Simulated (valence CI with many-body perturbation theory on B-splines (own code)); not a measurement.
**Kr XXXI: calculated level list**

Computed by relativistic CI+MBPT: four valence electrons over a frozen Dirac-Fock core [He], a basis of 11 s, 11 p, 10 d, 8 f, 5 g, 2 h functions for each j, with the one-electron correlation potential Σ1 (screened to all orders), the two-electron term Σ2, the three-electron term Σ3, Breit, model QED; selected single and double excitations, second order for the rest, scaled by the run's own slope (own B-spline code, finite nucleus).

No measured spectrum was set against this ion. As an estimate, large intervals hold to a few tenths of a per cent, small ones and those within an open d or f shell to about a per cent. Among the levels kept, up to 1100 cm⁻¹ of a level comes from second order outside the variational space, and about a tenth of that is noise between levels of different J, which matters for small intervals.

Levels 136 to 180 of 194, with energies above the lowest level, (2s^2 2p1/2^2) J=0. "Leading %" is the weight of the configuration and term that name the level; weights of strongly mixed levels are sums over their largest components and can fall short. In the jj column 3d3/2^4 stands for four electrons in 3d with j = 3/2. Lifetimes count E1, E2, E3, M1 and M2 decay at the calculated energies, and are blank where another channel may lead or the interval is too uncertain; long ones can be off by a factor of two.

```tsv
No.	Configuration	Term	J	E (× 10³ cm⁻¹)	Leading %	Lifetime	Leading jj
136	2s2p²3p	³S°	1	18669	18	73.4 fs	2p1/2^2 2p3/2 3s (51 %)
137	2s2p²3d	³D	3	18678	46	12.0 fs	2s 2p3/2^2 3d3/2 (64 %)
138	2s2p²3d	³D	2	18691	34	12.8 fs	2s 2p3/2^2 3d3/2 (80 %)
139	2s2p²3p	³D°	3	18710	77	84.9 fs	2s 2p3/2^2 3p3/2 (87 %)
140	2s2p²3p	³P°	0	18711	69	834 fs	2s 2p3/2^2 3p3/2 (78 %)
141	2s2p²3d	³P	1	18715	40	14.1 fs	2s 2p3/2^2 3d3/2 (76 %)
142	2s2p²3d	³F	4	18731	38	17.1 fs	2s 2p3/2^2 3d3/2 (82 %)
143	2s2p²3p	³P°	2	18736	83	235 fs	2s 2p3/2^2 3p3/2 (87 %)
144	2s2p²3p	¹P°	1	18748	47	52.8 fs	2s 2p3/2^2 3p3/2 (87 %)
145	2s2p²3d	³D	3	18785	37	15.9 fs	2s 2p3/2^2 3d5/2 (70 %)
146	2s2p²3d	¹S	0	18785	53	25.2 fs	2s 2p3/2^2 3d5/2 (68 %)
147	2s2p²3p	¹D°	2	18790	45	817 fs	2s 2p3/2^2 3p3/2 (84 %)
148	2s2p²3d	¹P	1	18805	35	16.5 fs	2s 2p3/2^2 3d5/2 (76 %)
149	2s2p²3d	³P	2	18819	37	11.9 fs	2s 2p3/2^2 3d5/2 (83 %)
150	2p³3p	⁵P	1	18844	41	63.2 fs	2p1/2^2 2p3/2 3p1/2 (85 %)
151	2p³3p	⁵P	2	18853	33	55.9 fs	2p1/2^2 2p3/2 3p1/2 (81 %)
152	2s2p²3p	¹P°	1	18871	53	125 fs	2s 2p3/2^2 3p3/2 (79 %)
153	2p³3s	³D°	2	18967	46	171 fs	2p1/2 2p3/2^2 3s (88 %)
154	2p³3p	⁵P	3	18972	50	71.7 fs	2p1/2^2 2p3/2 3p3/2 (83 %)
155	2p³3p	³P	1	18987	41	41.5 fs	2p1/2^2 2p3/2 3p3/2 (87 %)
156	2p³3s	³D°	1	19020	45	84.7 fs	2p1/2 2p3/2^2 3s (86 %)
157	2s2p²3d	³D	1	19022	43	17.1 fs	2s 2p3/2^2 3d3/2 (72 %)
158	2s2p²3d	³F	4	19038	78	224 fs	2s 2p3/2^2 3d5/2 (90 %)
159	2s2p²3d	³D	3	19040	43	20.3 fs	2s 2p3/2^2 3d5/2 (55 %)
160	2s2p²3d	³D	2	19051	44	13.6 fs	2s 2p3/2^2 3d3/2 (81 %)
161	2p³3p	³P	2	19058	30	42.1 fs	2p1/2^2 2p3/2 3p3/2 (69 %)
162	2p³3s	³D°	3	19069	94	113 fs	2p1/2 2p3/2^2 3s (94 %)
163	2s2p²3d	³D	2	19070	35	15.0 fs	2s 2p3/2^2 3d3/2 (54 %)
164	2s2p²3d	³D	3	19070	75	81.9 fs	2s 2p3/2^2 3d5/2 (71 %)
165	2s2p²3d	³D	1	19076	86	14.4 fs	2s 2p3/2^2 3d3/2 (84 %)
166	2s2p²3d	³P	0	19103	80	9.65 fs	2s 2p3/2^2 3d3/2 (85 %)
167	2p³3s	¹D°	2	19104	67	79.7 fs	2p1/2 2p3/2^2 3s (96 %)
168	2s2p²3d	¹D	2	19107	53	87.0 fs	2s 2p3/2^2 3d5/2 (78 %)
169	2s2p²3d	¹F	3	19113	66	7.83 fs	2s 2p3/2^2 3d5/2 (48 %)
170	2s2p²3d	³P	1	19126	59	10.5 fs	2s 2p3/2^2 3d5/2 (69 %)
171	2p³3p	³P	0	19139	83	91.7 fs	2p1/2^2 2p3/2 3p3/2 (70 %)
172	2s2p²3d	¹D	2	19209	67	7.69 fs	2s 2p3/2^2 3d5/2 (63 %)
173	2p³3p	⁵P	1	19212	28	58.1 fs	2p1/2 2p3/2^2 3p1/2 (90 %)
174	2p³3d	⁵D°	2	19244	32	345 fs	2p1/2^2 2p3/2 3d3/2 (90 %)
175	2p³3p	³F	2	19253	32	52.9 fs	2p1/2 2p3/2^2 3p1/2 (89 %)
176	2p³3d	⁵D°	3	19253	43	803 fs	2p1/2^2 2p3/2 3d3/2 (70 %)
177	2p³3s	³P°	0	19259	74	254 fs	2p1/2 2p3/2^2 3s (74 %)
178	2p³3d	⁵D°	1	19268	56	102 fs	2p1/2^2 2p3/2 3d3/2 (82 %)
179	2p³3d	⁵D°	0	19271	45	309 fs	2p1/2^2 2p3/2 3d3/2 (64 %)
180	2p³3d	⁵D°	4	19282	54	6.36 ps	2p1/2^2 2p3/2 3d5/2 (88 %)
```

Where two levels of one J and parity lie close, their mixing, g and order are uncertain.
